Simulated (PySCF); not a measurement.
PySCF 2.14 output of a UHF calculation on a single atom or ion in x2c-QZVPPall (11s7p6d4f2g, 108 functions), with scalar relativity by spin-free X2C-1e:

```
SCF conv_tol = 1e-09
number electrons alpha = 14  beta = 11
cycle= 1 E= -1517.08574049666  delta_E= -0.00894  |g|= 0.0405  |ddm|= 0.0335
cycle= 2 E= -1517.08592482416  delta_E= -0.000184  |g|= 0.00634  |ddm|= 0.0052
cycle= 3 E= -1517.08593041396  delta_E= -5.59e-06  |g|= 0.000833  |ddm|= 0.00127
cycle= 4 E= -1517.08593054922  delta_E= -1.35e-07  |g|= 0.000303  |ddm|= 0.000273
cycle= 5 E= -1517.0859305799  delta_E= -3.07e-08  |g|= 5.9e-05  |ddm|= 0.000121
cycle= 6 E= -1517.08593058134  delta_E= -1.44e-09  |g|= 5.18e-06  |ddm|= 3.46e-05
cycle= 7 E= -1517.08593058135  delta_E= -5.23e-12  |g|= 8.8e-07  |ddm|= 3.14e-06
converged SCF energy = -1517.08593058135  <S^2> = 3.7530671  2S+1 = 4.0015333
```

The run itself started from symmetry-adapted Hartree-Fock orbitals and held the occupation by maximum overlap, so the iterations belong to that start.

**Question.** Which element, charge and spin multiplicity is this?

**Answer.** Ni³⁺ (nickel, charge +3), multiplicity 4; the state was [Ar] 3d7, high-spin 4F determinant.
